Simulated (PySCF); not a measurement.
**Radial density of Br+ (bromine, charge +1)**

UHF, [Ar] 3d10 4s2 4p4, high-spin 3P determinant. Calculation: PySCF 2.14, in jorge-DZP-DKH (8s6p2d1f, 43 functions); scalar relativity by spin-free X2C-1e.

```json
{"r (bohr)": "0.000743", "4πr²ρ (e/bohr)": "0.3711", "4πr²(ρα − ρβ)": "0.0000"}
{"r (bohr)": "0.00125", "4πr²ρ (e/bohr)": "0.8944", "4πr²(ρα − ρβ)": "0.0000"}
{"r (bohr)": "0.00210", "4πr²ρ (e/bohr)": "2.132", "4πr²(ρα − ρβ)": "0.0000"}
{"r (bohr)": "0.00353", "4πr²ρ (e/bohr)": "4.940", "4πr²(ρα − ρβ)": "0.0000"}
{"r (bohr)": "0.00595", "4πr²ρ (e/bohr)": "10.78", "4πr²(ρα − ρβ)": "0.0001"}
{"r (bohr)": "0.0100", "4πr²ρ (e/bohr)": "21.22", "4πr²(ρα − ρβ)": "0.0004"}
{"r (bohr)": "0.0168", "4πr²ρ (e/bohr)": "35.07", "4πr²(ρα − ρβ)": "0.0023"}
{"r (bohr)": "0.0283", "4πr²ρ (e/bohr)": "43.50", "4πr²(ρα − ρβ)": "0.0110"}
{"r (bohr)": "0.0476", "4πr²ρ (e/bohr)": "38.00", "4πr²(ρα − ρβ)": "0.0411"}
{"r (bohr)": "0.0800", "4πr²ρ (e/bohr)": "38.64", "4πr²(ρα − ρβ)": "0.0928"}
{"r (bohr)": "0.135", "4πr²ρ (e/bohr)": "51.58", "4πr²(ρα − ρβ)": "0.0623"}
{"r (bohr)": "0.226", "4πr²ρ (e/bohr)": "32.93", "4πr²(ρα − ρβ)": "-0.0117"}
{"r (bohr)": "0.381", "4πr²ρ (e/bohr)": "32.98", "4πr²(ρα − ρβ)": "0.2191"}
{"r (bohr)": "0.641", "4πr²ρ (e/bohr)": "24.79", "4πr²(ρα − ρβ)": "0.0121"}
{"r (bohr)": "1.08", "4πr²ρ (e/bohr)": "6.008", "4πr²(ρα − ρβ)": "0.6271"}
{"r (bohr)": "1.81", "4πr²ρ (e/bohr)": "3.615", "4πr²(ρα − ρβ)": "1.1881"}
{"r (bohr)": "3.05", "4πr²ρ (e/bohr)": "0.7453", "4πr²(ρα − ρβ)": "0.2887"}
{"r (bohr)": "5.13", "4πr²ρ (e/bohr)": "0.01604", "4πr²(ρα − ρβ)": "0.0071"}
```

Densities and radii are taken from the X2C orbitals without a picture-change correction, which distorts them close to the nucleus.

Question: Where is the radial spin density 4πr²(ρα − ρβ) most negative, and why is it negative at all?

Answer: Around r = 0.226 bohr, down to -0.0117 e/bohr: exchange with the open shell polarises the paired shells in an unrestricted calculation.
